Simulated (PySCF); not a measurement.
Atom-mapped SMILES (the numbers label the heavy atoms): `[CH3:1][CH2:2][O:3][C:4](=[O:5])[CH:6]=[C:7]([F:8])[F:9]`; H(Xn) means a hydrogen on atom n.

- structure optimised with GFN2-xTB
- shielding tensors at PBE0/pcSseg-1 (GIAO)
- run in PySCF 2.14.0 with density-fitted response routines
- no solvent, relativity neglected, averaged over atoms made equivalent by symmetry, fast rotation or ring inversion, one computed conformer

**Question.** Predict the 2D correlation tables (HSQC, COSY, HMBC).

**Answer.** 

HSQC (one-bond C–H):
```csv
δH,δC
4.95 (H(C6)),84.1 (C6)
4.50 (H(C2)),63.6 (C2)
1.37 (H(C1)),16.5 (C1)
```

COSY cross peaks (H two or three bonds apart, from the bond graph; peaks can be absent where the dihedral angle is near 90°):
```csv
δH,δH
4.50 (H(C2)),1.37 (H(C1))
```

HMBC (two and three bonds, from the bond graph):
```csv
δH,δC
4.95 (H(C6)),"176.4 (C7), 168.3 (C4)"
4.50 (H(C2)),"168.3 (C4), 16.5 (C1)"
1.37 (H(C1)),63.6 (C2)
```

Scale: 1H (σref 31.72) and 13C (σref 186.93) against TMS (reference shieldings calculated alike).

Shifts are as computed. Against solution values, carbons near 30 ppm lie about +3 ppm off and those near 130 ppm about +5 ppm. Of 1211 compounds with measured shifts, 218 miss one by over three times the rms of a fit or turn the order of signals round; such compounds aren't used in these exercises.
